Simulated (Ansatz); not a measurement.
Ansatz (a program for electronic structure) job for C4H3NOS, SMILES O=Cc1nccs1, PBE0-D3(BJ)/def2-SVP. 

Ansatz 0.2 input:
```yaml
crystal:
  periodic: [false, false, false]
  atoms:
    - {symbol: O, position_ang: [-0.29889741, -2.62017084, -0.00000000]}
    - {symbol: C, position_ang: [0.59553283, -1.81351362, -0.00000000]}
    - {symbol: C, position_ang: [0.41873590, -0.37419137, 0.00000000]}
    - {symbol: N, position_ang: [1.38844616, 0.48690839, 0.00000000]}
    - {symbol: C, position_ang: [0.94394127, 1.74778795, -0.00000000]}
    - {symbol: C, position_ang: [-0.41984728, 1.88131777, -0.00000000]}
    - {symbol: S, position_ang: [-1.17970650, 0.35435822, 0.00000000]}
    - {symbol: H, position_ang: [1.66097183, -2.10648353, 0.00000000]}
    - {symbol: H, position_ang: [1.65201329, 2.55653999, -0.00000000]}
    - {symbol: H, position_ang: [-0.99580113, 2.78481568, 0.00000000]}
basis:
  gaussian:
    orbitals: def2-SVP
hamiltonian:
  xc: pbe0
  dispersion: d3bj
relax: {f_tol: 0.002, max_steps: 200}
```

It prints:

```
WARN ansatz: RAYON_NUM_THREADS=1 ignored (pool sized by the plan → 1); use --threads N
Functional definition: PBE0
integrals: 0.08 GiB planned
1310 factors; integrals over basis functions are off by at most 4.0e-4 eV
mean field: 0.58 GiB planned
mean field evaluation 1: about -18537.9134 eV, gradient 6.0e1 eV
mean field evaluation 2: about -18518.1797 eV, gradient 1.1e2 eV
mean field evaluation 4: about -18546.5532 eV, gradient 9.7e0 eV
mean field evaluation 8: about -18546.8198 eV, gradient 3.0e-1 eV
mean field evaluation 16: about -18546.8201 eV, gradient 1.1e-4 eV
mean field -18546.82007962 eV, -681.5830664397 hartree, gradient 2.0e-5 eV, S^2 0.000000; 0 other end points of the search recorded, 0 dependent functions left out
the calculation of the forces begins
reference -18546.82010094 eV, -681.5830672234 hartree; 29, 29 occupied and 88, 88 virtual orbitals, 1310 factors
relax step   1: F+E_penalty+E_count = -18547.06951516 eV  Δ(F+E_penalty+E_count) = +0.000e0 eV  max|allowed force component| = 8.054e-1 eV/Å  Δτ_max = 0.0000 Å  (33 SCF iters, accepted)
these checks for a lower state are left out or cut short: starts, cluster_reference, orbital_swaps, neighbouring_geometries, increment
integrals: 0.08 GiB planned
1310 factors; integrals over basis functions are off by at most 4.1e-4 eV
mean field: 0.57 GiB planned
mean field -18546.85211449 eV, -681.5842436998 hartree, gradient 1.3e-5 eV, S^2 0.000000; 0 other end points of the search recorded, 0 dependent functions left out
the calculation of the forces begins
reference -18546.85213587 eV, -681.5842444855 hartree; 29, 29 occupied and 88, 88 virtual orbitals, 1310 factors
relax step   2: F+E_penalty+E_count = -18547.10136694 eV  Δ(F+E_penalty+E_count) = -3.185e-2 eV  max|allowed force component| = 4.489e-1 eV/Å  Δτ_max = 0.0241 Å  (36 SCF iters, accepted)
these checks for a lower state are left out or cut short: starts, cluster_reference, orbital_swaps, neighbouring_geometries, increment
integrals: 0.08 GiB planned
1310 factors; integrals over basis functions are off by at most 4.2e-4 eV
mean field: 0.57 GiB planned
mean field evaluation 32: about -18546.8587 eV, gradient 3.7e-4 eV
mean field -18546.85870897 eV, -681.5844860423 hartree, gradient 1.3e-5 eV, S^2 0.000000; 0 other end points of the search recorded, 0 dependent functions left out
the calculation of the forces begins
reference -18546.85873037 eV, -681.5844868286 hartree; 29, 29 occupied and 88, 88 virtual orbitals, 1310 factors
relax step   3: F+E_penalty+E_count = -18547.10791475 eV  Δ(F+E_penalty+E_count) = -6.548e-3 eV  max|allowed force component| = 1.047e-1 eV/Å  Δτ_max = 0.0155 Å  (35 SCF iters, accepted)
these checks for a lower state are left out or cut short: starts, cluster_reference, orbital_swaps, neighbouring_geometries, increment
integrals: 0.08 GiB planned
1310 factors; integrals over basis functions are off by at most 4.2e-4 eV
mean field: 0.57 GiB planned
mean field -18546.85912665 eV, -681.5845013918 hartree, gradient 9.8e-6 eV, S^2 0.000000; 0 other end points of the search recorded, 0 dependent functions left out
the calculation of the forces begins
reference -18546.85914804 eV, -681.5845021778 hartree; 29, 29 occupied and 88, 88 virtual orbitals, 1310 factors
relax step   4: F+E_penalty+E_count = -18547.10834679 eV  Δ(F+E_penalty+E_count) = -4.320e-4 eV  max|allowed force component| = 2.050e-2 eV/Å  Δτ_max = 0.0045 Å  (29 SCF iters, accepted)
these checks for a lower state are left out or cut short: starts, cluster_reference, orbital_swaps, neighbouring_geometries, increment
integrals: 0.08 GiB planned
1310 factors; integrals over basis functions are off by at most 4.2e-4 eV
mean field: 0.57 GiB planned
mean field -18546.85914853 eV, -681.5845021957 hartree, gradient 5.5e-5 eV, S^2 0.000000; 0 other end points of the search recorded, 0 dependent functions left out
the calculation of the forces begins
reference -18546.85916991 eV, -681.5845029817 hartree; 29, 29 occupied and 88, 88 virtual orbitals, 1310 factors
relax step   5: F+E_penalty+E_count = -18547.10836809 eV  Δ(F+E_penalty+E_count) = -2.130e-5 eV  max|allowed force component| = 5.548e-3 eV/Å  Δτ_max = 0.0009 Å  (23 SCF iters, accepted)
these checks for a lower state are left out or cut short: starts, cluster_reference, orbital_swaps, neighbouring_geometries, increment
integrals: 0.08 GiB planned
1310 factors; integrals over basis functions are off by at most 4.2e-4 eV
mean field: 0.57 GiB planned
mean field -18546.85914924 eV, -681.5845022218 hartree, gradient 1.9e-5 eV, S^2 0.000000; 0 other end points of the search recorded, 0 dependent functions left out
the calculation of the forces begins
reference -18546.85917062 eV, -681.5845030077 hartree; 29, 29 occupied and 88, 88 virtual orbitals, 1310 factors
relax step   6: F+E_penalty+E_count = -18547.10836920 eV  Δ(F+E_penalty+E_count) = -1.114e-6 eV  max|allowed force component| = 1.458e-3 eV/Å  Δτ_max = 0.0001 Å  (23 SCF iters, accepted)
integrals: 0.08 GiB planned
1310 factors; integrals over basis functions are off by at most 4.2e-4 eV
mean field: 0.57 GiB planned
mean field evaluation 64: about -18546.8591 eV, gradient 3.4e-2 eV
mean field -18546.85914924 eV, -681.5845022218 hartree, gradient 1.9e-5 eV, S^2 0.000000; 1 other end points of the search recorded, 0 dependent functions left out
the calculation of the forces begins
reference -18546.85917062 eV, -681.5845030077 hartree; 29, 29 occupied and 88, 88 virtual orbitals, 1310 factors
Total energy: -18547.10839059 eV, -681.5936616726 hartree
Atom 0 at    -0.324306    -2.610659    -0.000000 Å, force    -0.000296    -0.000177     0.000000 eV/Å
Atom 1 at     0.593667    -1.830833    -0.000000 Å, force     0.000037     0.000540    -0.000000 eV/Å
Atom 2 at     0.425546    -0.369683    -0.000000 Å, force     0.000711    -0.000073     0.000000 eV/Å
Atom 3 at     1.412493     0.485078    -0.000000 Å, force    -0.000558     0.000533     0.000000 eV/Å
Atom 4 at     0.947194     1.757125    -0.000000 Å, force     0.001458    -0.000339    -0.000000 eV/Å
Atom 5 at    -0.424000     1.880452     0.000000 Å, force    -0.001040    -0.000893     0.000000 eV/Å
Atom 6 at    -1.160083     0.339437     0.000000 Å, force    -0.000506    -0.000035    -0.000000 eV/Å
Atom 7 at     1.664850    -2.144833     0.000000 Å, force     0.000041    -0.000171     0.000000 eV/Å
Atom 8 at     1.645385     2.596064    -0.000000 Å, force    -0.000044     0.000252    -0.000000 eV/Å
Atom 9 at    -1.015356     2.795220     0.000000 Å, force     0.000199     0.000364    -0.000000 eV/Å
Dipole moment:    -0.023425     0.645272    -0.000000 e Å
```

The run converged.

Cost: about 50 core-seconds (a rough figure).
